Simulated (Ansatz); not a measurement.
`C[SiH2]OB(N)F` + `[NH2][SnH3]` → `C[SiH2][NH][SnH3]` + `NB(O)F`  (ligand exchange at the Si–O bond)

Gas-phase electronic energies from Ansatz, PBE0-D4/def2-TZVP geometries. CBS: MP2 limit from def2 TZ/QZ plus the TZ coupled-cluster correction, frozen cores. def2 core potentials past Kr. For Sn outer-core shells are correlated without core-valence functions, which leaves a few kJ/mol of doubt a bond. One conformer a species, not always the lowest.

```
             level  ΔE (eV)
   CCSD/def2-TZVPP     0.46
CCSD(T)/def2-TZVPP     0.44
```

Q: What does CCSD(T)/CBS give? (Best estimate.)

A: Computed: +0.42 eV. The listed levels differ from it by 0.04, 0.02 eV.

Largest T1 diagnostic among the species: 0.013.

The D4 term adds −0.08 eV with B3LYP and −0.04 eV with PBE0; it sums over pairs of atoms, weighted by their polarisabilities, and B3LYP, whose exchange is more repulsive, gets the larger term. In def2-TZVPP, CCSD(T) changes the Hartree–Fock value by −0.14 eV (the triples alone add −0.02 eV) and MP2 by −0.16 eV.

B3LYP here is the variant with VWN-RPA as its local correlation; programs differ in this.
